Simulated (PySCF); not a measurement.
C₆ coefficients of unlike pairs at wB97X

Calculated with PySCF 2.14 from the dipole response of each species, C₆(A,B) = (3/π) ∫ α_A(iu) α_B(iu) du, in atomic units, from isotropic polarisabilities. For ions this is the dispersion term alone; charge-induced terms of lower order in 1/R come first.

```csv
species,configuration,basis,relativity,α (bohr³),C₆ (like pair)
N³⁺,[He] 2s2 (1S),aug-cc-pVTZ-DK (5s4p3d2f),spin-free X2C,2.212,2.259
Fe⁺,[Ar] 3d6 4s1 (6D),def2-QZVPPD (11s6p5d4f2g),none,29.65,150.7
Ar,[Ar] (1S),aug-cc-pV(D+d)Z (5s4p3d),none,10.15,59.26
P²⁺,[Ne] 3s2 3p1 (2P),aug-cc-pVQZ-DK (7s6p4d3f2g),spin-free X2C,9.060,32.46
```

Estimate C₆ for P²⁺ with N³⁺.

The integral gives 8.524. The combination rule 2 C_A C_B / (C_A α_B/α_A + C_B α_A/α_B) gives 8.538 and the geometric mean 8.563.

No spin-orbit coupling is included.

The other pairs:

| pair | C₆ |
| --- | --- |
| P²⁺, Fe⁺ | 66.24 |
| Fe⁺, N³⁺ | 17.10 |
| Ar, N³⁺ | 11.51 |
| P²⁺, Ar | 43.06 |
| Ar, Fe⁺ | 84.27 |
